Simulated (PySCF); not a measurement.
**Cl⁷⁺ (chlorine, charge +7): Hartree-Fock from Schrödinger to Dirac-Coulomb-Breit**

Occupied: 1s1/2, 2s1/2, 2p1/2, 2p3/2. Hartree-Fock calculated with PySCF 2.14 in an uncontracted even-tempered set (18 s from 0.24 bohr⁻², ratio 2.7; 12 p from 0.28 bohr⁻², ratio 2.7), Gaussian nucleus throughout. NR is non-relativistic, sf-X2C the spin-free one-electron X2C Hamiltonian, X2C adds the bare one-electron spin-orbit term, X2C-SNSO screens it by Boettger's factors, DC is four-component Dirac-Coulomb, and the Gaunt and Breit terms are added at first order (total energies over the DC spinors, levels after relaxing the spinors in that mean field). QED terms are absent. Levels marked empty are virtual spinors of this ion.

```tsv
Hamiltonian	E (hartree)
NR	-444.7574
sf-X2C	-446.1487
X2C	-446.1501
X2C-SNSO	-446.1498
DC	-446.1909
DC+Gaunt	-446.0766
DC+Breit	-446.0850
```

| level (eV) | NR | sf-X2C | X2C | X2C-SNSO | DC | DC+Gaunt | DC+Breit |
| --- | --- | --- | --- | --- | --- | --- | --- |
| 1s1/2 | -2991.9 | -3002.4 | -3002.4 | -3002.4 | -3003.3 | -3001.4 | -3001.4 |
| 2s1/2 | -418.08 | -420.11 | -420.11 | -420.11 | -420.17 | -420.07 | -420.07 |
| 2p1/2 | -350.25 | -350.48 | -351.87 | -351.70 | -351.70 | -351.51 | -351.53 |
| 2p3/2 | -350.25 | -350.48 | -349.79 | -349.87 | -349.91 | -349.78 | -349.80 |
| 3s1/2 (empty) | -113.30 | -113.65 | -113.65 | -113.65 | -113.66 | -113.64 | -113.65 |
| 3p1/2 (empty) | -98.171 | -98.249 | -98.435 | -98.413 | -98.413 | -98.385 | -98.389 |
| 3p3/2 (empty) | -98.171 | -98.249 | -98.157 | -98.168 | -98.172 | -98.154 | -98.159 |

Q: How large are the two-electron picture-change error of X2C and the Breit correction in the total energy?

A: X2C-1e lies 0.0408 hartree above Dirac-Coulomb; Gaunt adds 0.1143 and the full Breit term 0.1059 hartree.

```csv
interval (eV),X2C,X2C-SNSO,DC,DC+Gaunt,DC+Breit
2p3/2 − 2p1/2,2.073,1.828,1.799,1.725,1.725
3p3/2 − 3p1/2,0.2775,0.2447,0.2407,0.2302,0.2303
```

Weight of the small component: 1s1/2 0.00367, 2s1/2 0.000592, 2p1/2 0.000563, 2p3/2 0.000559, 3s1/2 0.000131, 3p1/2 0.000119, 3p3/2 0.000118.

Koopmans' value for the highest occupied level at DC+Breit: 349.80 eV, against an ionisation energy of 348.31 eV (measured; NIST Atomic Spectra Database, ionization energies); the former lacks relaxation, correlation, QED and recoil.

The whole ladder took 73 s of wall time on 1 thread of Intel(R) Xeon(R) Platinum 8488C (shared host), launched as `OMP_NUM_THREADS=1 python relrun2.py TASK.json OUT` (a driver that calls PySCF for each Hamiltonian).
